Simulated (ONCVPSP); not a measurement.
Cutoff test, K, ONCV

ONCVPSP 4.0.1 input, shortened (lines: element, Z, core and valence counts, functional; n l f; lmax; l rc ep ncon nbas qcut; lloc lpopt rc5 dvloc0; l nproj debl; icmod fcfact rcfact), PBE, scalar-relativistic:

```
  K 19.00    3    2        4      upf
    1    0    2.00
    2    0    2.00
    2    1    6.00
    3    0    2.00
    3    1    6.00
    3
    0    1.70    0.00    4    8    9.10
    1    1.45    0.00    4    7    5.60
    2    1.75    0.10    4    7    6.30
    3    1.60    0.04    3    7    7.20
    4    5    1.20    0.00
    0    3    3.50
    1    1    4.00
    2    2    3.20
    3    2    1.40
    0    0.00    0.00
```

In the d channel the program set the typed energies aside and used 0.050, 3.250 Ha.

Task: For each optimised wave give the share of its norm inside rc, the residual kinetic energy above qcut (Ha) and the cutoffs (Ha) for errors of 10, 1, 0.1 and 0.01 mHa per electron.

Result:

```
         wave  norm inside rc  residual KE  10 mHa  1 mHa  0.1 mHa  0.01 mHa
           3s           0.831      9.2e-09    15.6   21.5     26.4      30.6
s projector 2           0.103      1.4e-08    16.1   22.6     27.8      32.1
s projector 3           0.076      1.4e-07    19.3   25.9     31.0      35.1
           3p           0.578      1.4e-04     8.4   11.3     24.7      66.4
d projector 1           0.131      4.1e-04    13.1   18.0     42.1      56.9
d projector 2           0.111      2.0e-02    22.0   61.6     75.0      84.2
f projector 1           0.000      4.9e-09     0.4    1.1      2.9       7.5
f projector 2           0.064      1.2e-05     8.8   15.5     21.5      26.6
```

The occupied waves need 21 Ha and 26 Ha for 1 and 0.1 mHa. Rows with under 1 % of the norm inside rc give no meaningful cutoff. The cutoffs count occupied waves only; projector 2 of the d channel, the hardest unoccupied one, needs 62 Ha at the loose tolerance.
